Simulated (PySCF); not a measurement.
# Sm⁵⁶⁺ (samarium, charge +56) across methods

[He] 2s2 2p2, high-spin 3P determinant. Calculation: PySCF 2.14, in an uncontracted even-tempered set (19 s from 32 bohr⁻², ratio 2.2; 12 p from 41 bohr⁻², ratio 2.2; 5 d from 160 bohr⁻², ratio 2.4; 5 f from 230 bohr⁻², ratio 2.4; 4 g from 350 bohr⁻², ratio 2.4); scalar relativity by spin-free X2C-1e.

| method | E (hartree) | mean ε 2s α (eV) | mean ε 2s β (eV) | mean ε 2p α (eV) | Σ⟨r²⟩ (bohr²) | ⟨S²⟩ |
| --- | --- | --- | --- | --- | --- | --- |
| BP86 | -5869.11 | -12403.0 | -12350.8 | -11729.1 | 0.03737 | 2.000 |
| r2SCANh | -5868.26 | -12432.3 | -12363.6 | -11756.3 | 0.03737 | 2.000 |
| LDA | -5861.10 | -12391.3 | -12337.1 | -11719.6 | 0.03742 | 2.000 |
| PBE | -5868.18 | -12401.5 | -12348.2 | -11727.3 | 0.03739 | 2.000 |
| PBE0 | -5868.13 | -12438.6 | -12372.8 | -11762.3 | 0.03738 | 2.000 |
| UHF | -5867.82649 | -12548.8 | -12444.4 | -11866.5 | 0.03737 | 2.000 |

**Question.** Estimate the same row for r2SCAN.

**Answer.** E (hartree) = -5868.29; mean ε 2s α (eV) = -12419.3; mean ε 2s β (eV) = -12354.4; mean ε 2p α (eV) = -11744.0; Σ⟨r²⟩ (bohr²) = 0.03737; ⟨S²⟩ = 2.000.

Spin-orbit coupling is strong in this species (close to jj coupling), so the high-spin LS determinant is a model state, not a physical level.
